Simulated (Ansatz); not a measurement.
Relaxation of ClGaH$_{3}$NO (7 atoms, charge 0, multiplicity 1), to a largest force component of 0.02 eV/Å in at most 40 steps.

The calculation used RHF/def2-SVP (Ansatz).

```xyz
7
Properties=species:S:1:pos:R:3
Ga 0.000 0.000 0.000
Cl 0.000 0.000 2.240
O 1.550 0.000 -0.895
H 1.850 -0.952 -1.050
N -1.671 0.000 -0.965
H -2.340 -0.816 -0.866
H -1.920 0.816 -1.594
```

**Question.** Where does it end, and by what steps?

**Answer.** The run converged. After 12 steps the energy has fallen by 1.043 eV; H6 moved furthest, 1.01 Å.

| step | energy less start (eV) | largest force component (eV/Å) | accepted |
| --- | --- | --- | --- |
| 0 | 0.0000 | 3.073 | yes |
| 1 | -0.5653 | 1.292 | yes |
| 2 | -0.7109 | 1.106 | yes |
| 3 | -0.8162 | 0.562 | yes |
| 4 | -0.8121 | 0.855 | no |
| 5 | -0.8698 | 0.436 | yes |
| 6 | -0.9195 | 0.448 | yes |
| 7 | -0.9801 | 0.446 | yes |
| 8 | -1.0330 | 0.167 | yes |
| 9 | -1.0399 | 0.130 | yes |
| 10 | -1.0426 | 0.069 | yes |
| 11 | -1.0428 | 0.026 | yes |
| 12 | -1.0429 | 0.003 | yes |

```xyz
7
Properties=species:S:1:pos:R:3
Ga -0.097 -0.195 -0.136
Cl 0.048 -0.445 2.001
O 1.381 -0.225 -1.093
H 2.215 -0.350 -0.670
N -1.696 0.039 -0.915
H -2.563 0.064 -0.417
H -1.820 0.160 -1.900
```

Time of the run: 33 s on 1 thread of Arm Neoverse V1 (shared host), peak memory 0.19 GiB.
